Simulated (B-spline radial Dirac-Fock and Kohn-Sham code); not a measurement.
## Ce⁺: non-radiative channels of the M2 vacancy

System: the Ce⁺ ion in the configuration [Xe] 4f1 5d2.

The computed values come from an atomic code on a B-spline grid: independent-particle rates on relativistic LDA orbitals of the hole state (multipoles up to L = 3, Coulomb Auger matrix elements, transition energies from Dirac-Fock). Kinetic energies are configuration averages from the vacuum level; the two-hole energies are estimated from single-hole states.

| transition | kinetic energy (eV) | width (meV) | share (%) |
| --- | --- | --- | --- |
| M2-M4N1 | 33.35 | 731 | 12.6 |
| M2-M4N2 | 97.25 | 710 | 12.2 |
| M2-M5N2 | 115.2 | 827 | 14.2 |
| M2-M4N3 | 116.7 | 1010 | 17.4 |
| M2-M4N4 | 224.2 | 292 | 5.0 |
| M2-M4N5 | 226.8 | 332 | 5.7 |
| M2-M4O1 | 306.9 | 126 | 2.2 |
| M2-M4O3 | 330.2 | 139 | 2.4 |
| M2-M4N7 | 339.6 | 165 | 2.8 |
| M2-N2N5 | 896.2 | 177 | 3.0 |

Coster-Kronig rates are the weakest part of this model and often come out 1.5 to 2.5 times too large. The listed channels hold 77 % of the non-radiative rate. Summed by principal shells, of 5.82 eV in all: MMN 77.2 %, MMO 11.5 %, MNN 9.6 %, MNO 1.7 %.
